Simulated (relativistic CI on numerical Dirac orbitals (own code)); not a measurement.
## Sensitivity of the levels of Sb3+ to α and to the nuclear radius

These numbers are calculated, not measured: Dirac-Coulomb-Breit CI, separate exchange-only KLI orbitals for each configuration, valence Slater integrals scaled by 0.85, P86 correlation energy added to each configuration, derivatives by finite differences, QED left out (own radial code, finite nucleus).

Configuration list (outside the closed core [Kr] 4d10): 5s2, 5s 5p, 5p2, 5s 5d, 5s 5f, 5d2, 5s 6s, 5p 5d. Levels of other configurations are missing.

With x = (α/α₀)² − 1 an excitation energy changes as ω = ω₀ + qx; K = 2q/ω₀ is the relative enhancement. Terms are leading LS components, so labels can repeat. The field-shift factor is F = δν/δ⟨r²⟩ for the transition from the lowest level.

Lowest level 5s2 1S_0.

| Level | ω₀ (cm⁻¹) | q (cm⁻¹) | F (GHz/fm²) |
| --- | --- | --- | --- |
| 5s 5p 3P°_0 | 60097.0 | 4804 | -13.1 |
| 5s 5p 3P°_1 | 62355.7 | 6998 | -13.2 |
| 5s 5p 3P°_2 | 67836.1 | 13390 | -13.4 |
| 5s 5p 1P°_1 | 96010.6 | 11670 | -13.1 |
| 5p2 3P_0 | 149631.5 | 13760 | -27.2 |
| 5p2 1D_2 | 151849.2 | 18510 | -24.3 |
| 5p2 3P_1 | 153474.4 | 19150 | -27.4 |
| 5p2 3P_2 | 159712.8 | 26010 | -26.6 |
| 5s 5d 3D_1 | 175522.4 | 13970 | -12.7 |
| 5s 5d 3D_2 | 175851.5 | 14300 | -12.7 |
| 5s 5d 3D_3 | 176356.5 | 14800 | -12.7 |
| 5p2 1S_0 | 182453.2 | 24610 | -26.7 |
| 5s 6s 3S_1 | 184372.8 | 9183 | -7.93 |
| 5s 6s 1S_0 | 190418.5 | 9343 | -8.08 |
| 5s 5d 1D_2 | 194818.2 | 15850 | -16.1 |
| 5p 5d 3F°_2 | 246199.6 | 20460 | -27.2 |
| 5p 5d 3F°_3 | 249567.8 | 23600 | -27.2 |
| 5p 5d 1D°_2 | 252337.4 | 24340 | -27.4 |
| 5p 5d 3F°_4 | 254139.9 | 29370 | -27.3 |
| 5p 5d 3D°_1 | 258125.3 | 21260 | -27.3 |
| 5p 5d 3D°_2 | 259408.3 | 25310 | -27.4 |
| 5p 5d 3D°_3 | 262967.3 | 27110 | -27.1 |
| 5p 5d 3P°_0 | 263878.1 | 28490 | -27.5 |

For a near-neutral ion this model can misplace configurations by up to about 10,000 cm⁻¹ (more where the count of f electrons changes) and terms by 10 to 25 % of their spread. Rates follow the energies as ν³ (E1, M1) or ν⁵ (E2), so they and the lifetimes can be off by large factors. The fine structure of a lone outer electron comes out too small, for d and f at times inverted, and misplaced configurations move strength between like terms.

Q: Which transition from the lowest level has the largest |K|?

A: 5s 5p 3P°_2 at 67836.1 cm⁻¹, K = 0.395.
